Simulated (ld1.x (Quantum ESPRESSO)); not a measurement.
B: one change to an RRKJ potential, before and after

```
Element                 : boron
Generator               : ld1.x (Quantum ESPRESSO) 7.5
Type                    : norm-conserving RRKJ (Kleinman–Bylander form)
Functional              : LDA (PZ)
Relativity              : scalar-relativistic
Frozen core             : [He]
Valence charge          : 3
Reference configuration : 2s2 2p1
Partial waves           : 2s (bound): rc 1.65 bohr; 3d channel at -0.05 Ry: rc 2.85 bohr; 2p (bound): rc 2.80 bohr
Local potential         : the p channel
Core correction         : Bessel-smoothed model core, default radius (core density twice the valence density)
rho0                    : 0.005
```

Change: type PAW; waves now 2s (bound): rcut 1.45, rcutus 1.65 bohr; 2s channel at -0.2 Ry: rcut 1.45, rcutus 1.65 bohr; 2p (bound): rcut 2.45, rcutus 2.80 bohr; 2p channel at 1.15 Ry: rcut 2.45, rcutus 2.80 bohr; 3d channel at -0.05 Ry: rcut 2.50, rcutus 2.85 bohr; 3d channel at 1.9 Ry: rcut 2.50, rcutus 2.85 bohr; local potential all-electron potential smoothed inside 2.80 bohr (lloc = -1); augmentation PSQ, inside the norm-conserving radii; rho0 0.

Cutoffs: the cutoffs (Ry, on a coarse ladder) from which the occupation-weighted sum of valence levels, in a spherical-Bessel basis at the reference potential, stays within 10 and 1 mRy of its value at 400 Ry; they do not see the model core or the augmentation charge, which bear on the density cutoff. Errors are all-electron minus pseudo energies relative to the spin-unpolarised reference configuration.

Task: How do hardness, ghosts and transferability respond?

Result: The potential gets softer (30 Ry and 40 Ry → 6 Ry and 8 Ry); of the 9 tests that both files solve, the error grows in 0 and shrinks in 8 by more than 15 % and 0.3 meV (median size 25.4 → 0.9 meV); the range in which the s phases agree widens (upper end 0.7 → at the end of the scan); the range in which the p phases agree widens (upper end 0.7 → at the end of the scan); neither file shows a bound ghost. Several settings change at once here, so the effects cannot be laid on one of them.

```tsv
quantity	base	changed
cutoff, loose	30 Ry	6 Ry
cutoff, tight	40 Ry	8 Ry
loose cutoff by channel (10 mRy a level)	s 25 Ry, p 12 Ry	s 6 Ry, p 6 Ry
bound ghosts	none	none
error for 2s2 2p0, meV [ΔE 8.33 eV]	+55	-0.9
error for 2s1 2p0, meV [ΔE 33.63 eV]	+196	-6.3
error for 2s2 2p0.5, meV [ΔE 2.94 eV]	+6.1	-0.2
error for 2s0 2p3, meV [ΔE 11.40 eV]	-25	-2.2
error for 2s2 2p1.3, meV [ΔE -0.77 eV]	-0.1	0.0
error for 2s1 2p1, meV [ΔE 14.28 eV]	-42	-1.5
error for 2s1 2p2, meV [ΔE 5.69 eV]	-6.8	-0.3
error for 2s2 2p1 (spin-polarised), meV [ΔE -0.23 eV]	+5.4	-0.3
error for 2s1 2p0 (spin-polarised), meV [ΔE 32.90 eV]	+196	-10
s: phases at 3.11 bohr within 0.05 rad from the reference energy up to (Ry; the scan ends near 5)	0.7	to the end of the scan
p: phases at 3.11 bohr within 0.05 rad from the reference energy up to (Ry; the scan ends near 5)	0.7	to the end of the scan
d: phases at 3.11 bohr within 0.05 rad from the reference energy up to (Ry; the scan ends near 5)	2.4	3.8
```
